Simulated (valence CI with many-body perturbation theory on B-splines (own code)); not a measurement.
# Forbidden lines of Pr52+

Level of theory: relativistic CI+MBPT: five valence electrons over a frozen Dirac-Fock core [He], a basis of 11 s, 11 p, 10 d, 8 f, 5 g, 2 h functions for each j, with the one-electron correlation potential Σ1, the two-electron term Σ2, the three-electron term Σ3, Breit, model QED; selected CI, second order for the rest, scaled by the run's own slope (own B-spline code, finite nucleus).

The last digits are not significant, and no measured levels were compared; by estimate large intervals hold to a few tenths of a per cent, small ones and those within an open d or f shell to about a per cent. Among the levels kept, up to 7100 cm⁻¹ of a level comes from second order outside the variational space, and about a tenth of that is noise between levels of different J, which matters for small intervals.

Lines 1 to 50 of 79 in falling wavelength, among levels below 7326.2 eV, chosen from the decays that carry over 1 % of a level's rate. Wavelengths and rates use the calculated energies. Electric multipoles are in the length gauge, E1 and E2 with the static RPA response of the core. S is in atomic units (e²a₀⁴ for E2 and M2, e²a₀⁶ for E3), for M1 in squared Bohr magnetons. Weak lines are less certain than strong ones. Lines between different terms over intervals too small for the method are left out, as are lines whose strength nearly cancels.

Levels are named by their leading jj configuration (3d3/2^4 stands for four electrons in 3d with j = 3/2), which in mixed levels can hold well under half, so a name can repeat and another be missing. Letters in brackets count levels of one name in rising energy.

| λ vac (nm) | Upper | Lower | Type | A (s⁻¹) | S (a.u.) |
| --- | --- | --- | --- | --- | --- |
| 2.553 | (2s^2 2p1/2 2p3/2^2) J=3/2 | (2s^2 2p1/2^2 2p3/2) J=3/2 | M1 | 1.13e+09 | 2.79e+00 |
| 2.546 | (2s^2 2p3/2^3) J=3/2 | (2s^2 2p1/2 2p3/2^2) J=1/2 | M1 | 2.78e+08 | 6.81e-01 |
| 2.446 | (2s^2 2p1/2 2p3/2^2) J=5/2 | (2s^2 2p1/2^2 2p3/2) J=3/2 | M1 | 1.91e+08 | 6.22e-01 |
| 2.446 | (2s^2 2p1/2 2p3/2^2) J=5/2 | (2s^2 2p1/2^2 2p3/2) J=3/2 | E2 | 2.61e+06 | 1.22e-04 |
| 2.437 | (2s^2 2p3/2^2 3d5/2) J=9/2 | (2s^2 2p1/2 2p3/2 3d5/2) J=9/2 | M1 | 5.16e+08 | 2.76e+00 |
| 2.371 | (2s^2 2p3/2^3) J=3/2 | (2s^2 2p1/2 2p3/2^2) J=5/2 | M1 | 3.39e+08 | 6.70e-01 |
| 2.354 | (2s^2 2p3/2^2 3d5/2) J=9/2 | (2s^2 2p1/2 2p3/2 3d5/2) J=7/2 [a] | M1 | 4.52e+08 | 2.19e+00 |
| 2.284 | (2s^2 2p1/2 2p3/2^2) J=1/2 | (2s^2 2p1/2^2 2p3/2) J=3/2 | M1 | 6.99e+08 | 6.18e-01 |
| 2.278 | (2s^2 2p3/2^3) J=3/2 | (2s^2 2p1/2 2p3/2^2) J=3/2 | M1 | 1.38e+09 | 2.41e+00 |
| 0.2433 | (2s^2 2p1/2 2p3/2 3d5/2) J=9/2 | (2s 2p1/2 2p3/2^3) J=5/2 | E2 | 6.54e+08 | 4.98e-07 |
| 0.2235 | (2s^2 2p1/2 2p3/2 3p1/2) J=3/2 [a] | (2s^2 2p1/2 2p3/2^2) J=1/2 | E2 | 6.80e+10 | 1.35e-05 |
| 0.2230 | (2s^2 2p1/2 2p3/2 3p1/2) J=5/2 | (2s^2 2p1/2 2p3/2^2) J=1/2 | E2 | 1.23e+11 | 3.64e-05 |
| 0.2223 | (2s^2 2p1/2 2p3/2 3p1/2) J=1/2 | (2s^2 2p1/2 2p3/2^2) J=5/2 | E2 | 1.43e+11 | 1.38e-05 |
| 0.2218 | (2s^2 2p1/2 2p3/2 3p1/2) J=3/2 [b] | (2s^2 2p1/2 2p3/2^2) J=1/2 | E2 | 5.28e+10 | 1.01e-05 |
| 0.2217 | (2s^2 2p1/2^2 3p1/2) J=1/2 | (2s^2 2p1/2^2 2p3/2) J=3/2 | E2 | 6.60e+11 | 6.32e-05 |
| 0.2215 | (2s^2 2p1/2 2p3/2 3p1/2) J=5/2 | (2s^2 2p1/2 2p3/2^2) J=5/2 | E2 | 3.77e+11 | 1.08e-04 |
| 0.2215 | (2s^2 2p3/2^2 3p1/2) J=3/2 | (2s^2 2p3/2^3) J=3/2 | E2 | 1.36e+11 | 2.60e-05 |
| 0.2214 | (2s^2 2p1/2 2p3/2 3p1/2) J=1/2 | (2s^2 2p1/2 2p3/2^2) J=3/2 | E2 | 2.12e+11 | 2.02e-05 |
| 0.2214 | (2s^2 2p3/2^2 3p1/2) J=5/2 | (2s^2 2p3/2^3) J=3/2 | E2 | 4.53e+11 | 1.29e-04 |
| 0.2212 | (2s^2 2p3/2^2 3d5/2) J=9/2 | (2s 2p1/2 2p3/2^3) J=5/2 | E2 | 1.61e+09 | 7.62e-07 |
| 0.2212 | (2s^2 2p1/2 2p3/2 3p1/2) J=3/2 [a] | (2s^2 2p1/2 2p3/2^2) J=3/2 | E2 | 4.13e+11 | 7.80e-05 |
| 0.2207 | (2s^2 2p1/2 2p3/2 3p1/2) J=5/2 | (2s^2 2p1/2 2p3/2^2) J=3/2 | E2 | 9.33e+10 | 2.62e-05 |
| 0.2204 | (2s^2 2p1/2 2p3/2 3p1/2) J=3/2 [b] | (2s^2 2p1/2 2p3/2^2) J=5/2 | E2 | 3.72e+11 | 6.90e-05 |
| 0.2196 | (2s^2 2p3/2^2 3p1/2) J=1/2 | (2s^2 2p3/2^3) J=3/2 | E2 | 3.76e+11 | 3.43e-05 |
| 0.2196 | (2s^2 2p1/2 2p3/2 3p1/2) J=3/2 [b] | (2s^2 2p1/2 2p3/2^2) J=3/2 | E2 | 2.01e+10 | 3.66e-06 |
| 0.2178 | (2s 2p1/2 2p3/2^2 3p3/2) J=9/2 | (2s 2p1/2 2p3/2^3) J=5/2 | E2 | 1.05e+11 | 4.59e-05 |
| 0.2175 | (2s^2 2p1/2 2p3/2 3p3/2) J=3/2 [a] | (2s^2 2p1/2 2p3/2^2) J=1/2 | E2 | 2.61e+10 | 4.54e-06 |
| 0.2168 | (2s 2p1/2^2 2p3/2 3p3/2) J=7/2 | (2s 2p1/2^2 2p3/2^2) J=5/2 | E2 | 2.07e+11 | 7.08e-05 |
| 0.2164 | (2s 2p1/2^2 2p3/2 3p3/2) J=1/2 [b] | (2s 2p1/2^2 2p3/2^2) J=3/2 | E2 | 3.72e+11 | 3.15e-05 |
| 0.2164 | (2s^2 2p3/2^2 3p3/2) J=1/2 | (2s^2 2p3/2^3) J=3/2 | E2 | 9.06e+10 | 7.67e-06 |
| 0.2164 | (2s^2 2p1/2 2p3/2 3p3/2) J=1/2 [a] | (2s^2 2p1/2 2p3/2^2) J=5/2 | E2 | 6.15e+10 | 5.21e-06 |
| 0.2163 | (2s^2 2p1/2 2p3/2 3p3/2) J=5/2 [b] | (2s^2 2p1/2 2p3/2^2) J=1/2 | E2 | 1.28e+11 | 3.26e-05 |
| 0.2161 | (2s^2 2p1/2 2p3/2 3p3/2) J=3/2 [a] | (2s^2 2p1/2 2p3/2^2) J=5/2 | E2 | 1.31e+11 | 2.20e-05 |
| 0.2160 | (2s^2 2p3/2^2 3p3/2) J=7/2 | (2s^2 2p3/2^3) J=3/2 | E2 | 9.81e+10 | 3.30e-05 |
| 0.2158 | (2s^2 2p1/2 2p3/2 3p3/2) J=7/2 | (2s^2 2p1/2 2p3/2^2) J=5/2 | E2 | 2.26e+11 | 7.57e-05 |
| 0.2156 | (2s^2 2p1/2^2 3p3/2) J=3/2 | (2s^2 2p1/2^2 2p3/2) J=3/2 | E2 | 3.31e+11 | 5.51e-05 |
| 0.2156 | (2s^2 2p1/2 2p3/2 3p3/2) J=1/2 [a] | (2s^2 2p1/2 2p3/2^2) J=3/2 | E2 | 2.00e+11 | 1.66e-05 |
| 0.2153 | (2s^2 2p1/2 2p3/2 3p3/2) J=3/2 [a] | (2s^2 2p1/2 2p3/2^2) J=3/2 | E2 | 7.24e+10 | 1.20e-05 |
| 0.2151 | (2s^2 2p3/2^2 3p3/2) J=3/2 [a] | (2s^2 2p3/2^3) J=3/2 | E2 | 3.27e+11 | 5.38e-05 |
| 0.2150 | (2s^2 2p1/2 2p3/2 3p3/2) J=7/2 | (2s^2 2p1/2 2p3/2^2) J=3/2 | E2 | 2.61e+10 | 8.57e-06 |
| 0.2147 | (2s^2 2p1/2 2p3/2 3p3/2) J=1/2 [b] | (2s^2 2p1/2 2p3/2^2) J=5/2 | E2 | 3.13e+11 | 2.55e-05 |
| 0.2135 | (2s 2p1/2 2p3/2^2 3d5/2) J=9/2 [b] | (2s 2p1/2 2p3/2^3) J=5/2 | M2 | 1.65e+10 | 6.51e-06 |
| 0.2135 | (2s 2p1/2^2 2p3/2 3p3/2) J=1/2 [b] | (2s 2p1/2^2 2p3/2^2) J=5/2 | E2 | 1.22e+11 | 9.65e-06 |
| 0.2126 | (2s 2p1/2^2 2p3/2 3d5/2) J=9/2 | (2s 2p1/2^2 2p3/2^2) J=5/2 | M2 | 1.12e+10 | 4.35e-06 |
| 0.2126 | (2s 2p1/2^2 2p3/2 3d5/2) J=9/2 | (2s 2p1/2^2 2p3/2^2) J=5/2 | E3 | 6.19e+08 | 3.86e-06 |
| 0.2120 | (2s^2 2p3/2^2 3d5/2) J=9/2 | (2s^2 2p3/2^3) J=3/2 | E3 | 4.39e+08 | 2.68e-06 |
| 0.2115 | (2s^2 2p1/2 2p3/2 3d5/2) J=9/2 | (2s^2 2p1/2 2p3/2^2) J=5/2 | M2 | 1.10e+10 | 4.15e-06 |
| 0.2115 | (2s^2 2p1/2 2p3/2 3d5/2) J=9/2 | (2s^2 2p1/2 2p3/2^2) J=5/2 | E3 | 6.69e+08 | 4.02e-06 |
| 0.2047 | (2s 2p1/2^2 2p3/2 3d5/2) J=9/2 | (2s^2 2p1/2 2p3/2^2) J=5/2 | E2 | 1.54e+09 | 4.94e-07 |
| 0.2017 | (2s^2 2p3/2^2 3d5/2) J=9/2 | (2s 2p1/2^2 2p3/2^2) J=5/2 | E2 | 3.76e+09 | 1.12e-06 |
